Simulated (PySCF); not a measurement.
**Relative stability**

The two ends of one reaction step of GaH$_{3}$O$_{2}$, singlet (PBE0-D4/def2-TZVP).

A:

Ga1  (-0.073, 1.109, -0.084)
O2  (0.414, -1.000, 0.304)
O3  (-0.423, 0.530, -1.612)
H4  (0.095, -0.974, -0.640)
H5  (0.160, 1.908, 1.199)
H6  (-0.146, -1.607, 0.799)
(Å)

B:

```
6
angstrom
Ga -0.1820 0.4329 0.1063
O 0.3354 -1.1059 0.8507
O 0.1102 0.4745 -1.6456
H 0.5104 -0.3349 -1.9726
H -0.8180 1.6292 0.8526
H 0.1938 -1.1652 1.7970
```

Computed with PySCF 2.14 with density fitting (its default auxiliary sets; JK sets also for MP2 and CCSD(T)) (basis: def2-TZVPP); correlated methods freeze the cores. Filled d shells of the heavier atoms are correlated. The def2 sets are not built for correlating such inner shells, so the correlated values are less sure here. B3LYP uses VWN-RPA correlation.

(1) Which structure is lower at CCSD(T), and by how much? (An estimate is asked for; the value comes from the calculation.)

T1 diagnostic: at most 0.022.

Answers

(1) Computed: B, by 196.2 kJ/mol (electronic energy, against the other). By their contacts, A is GaH₃O₂ ([O][GaH][OH2]) and B is GaH₃O₂ ([OH][GaH][OH]).

All methods give the same order:

| method | E(B) − E(A) (kJ/mol) |
| --- | --- |
| SPW92 | -165.0 |
| PBE-D4 | -165.4 |
| r2SCAN-D4 | -186.5 |
| PBE0-D4 | -193.8 |
| B3LYP-D4 | -187.8 |
| BHLYP-D4 | -218.6 |
| wB97M-V | -197.9 |
| HF | -259.1 |
| MP2 | -188.0 |
| CCSD | -210.2 |
| CCSD(T) | -196.2 |

Labels in which every atom is bracketed show which atoms are joined, not bond orders.

For scale, one of the runs: CCSD(T)/def2-TZVPP, 152 basis functions, launched by `OMP_NUM_THREADS=4 python run.py`. Hardware: 4 CPU threads of an INTEL XEON PLATINUM 8581C, shared host. Wall time 65 s; peak host memory 1.4 GiB.
